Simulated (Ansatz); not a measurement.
CH₂F₂OSi, SMILES `F[Si]1(F)CO1`, 7 atoms. Total charge 0; spin multiplicity 1. All runs use 2 threads of an Arm Neoverse V2 on a shared host. Correlated methods freeze the cores.

Q: How many basis functions does each run have, and how long does it take in Ansatz? direct RPA on PBE orbitals/def2-TZVPP energy; RKS revPBE-D4/def2-TZVPP energy; RHF-CCSD(T)/def2-TZVPP energy; RKS ωB97X-V/def2-TZVPP energy; RKS PBE0-D4/def2-SVP energy; RHF-CCSD(T)/def2-SVP energy; RKS ωB97M-V/def2-QZVPP energy; RKS PBE-QIDH (frozen core)/def2-TZVPP energy; RKS ωB97M-V/def2-SVP energy; RHF-MP2/def2-QZVPP energy; RKS B97M-V/def2-TZVPP energy; RKS PBE0-D4/def2-QZVPP energy. (An estimate is asked.)

A: Ansatz gave: Other jobs shared the machine, so times are rough.

| level | job | functions | wall time | peak host memory (GiB) |
| --- | --- | --- | --- | --- |
| RKS PBE0-D4/def2-SVP | energy | 84 | 1.2 s | 0.15 |
| RHF-CCSD(T)/def2-SVP | energy | 84 | 1.6 s | 0.23 |
| RKS revPBE-D4/def2-TZVPP | energy | 194 | 1.7 s | 0.21 |
| RKS ωB97M-V/def2-SVP | energy | 84 | 5.5 s | 0.22 |
| direct RPA on PBE orbitals/def2-TZVPP | energy | 194 | 5.5 s | 0.36 |
| RKS PBE-QIDH (frozen core)/def2-TZVPP | energy | 194 | 6 s | 0.4 |
| RKS ωB97X-V/def2-TZVPP | energy | 194 | 8 s | 0.51 |
| RKS PBE0-D4/def2-QZVPP | energy | 358 | 8 s | 0.93 |
| RKS B97M-V/def2-TZVPP | energy | 194 | 9.5 s | 0.27 |
| RHF-MP2/def2-QZVPP | energy | 358 | 18 s | 1.5 |
| RKS ωB97M-V/def2-QZVPP | energy | 358 | 19 s | 1.1 |
| RHF-CCSD(T)/def2-TZVPP | energy | 194 | 36 s | 1.6 |
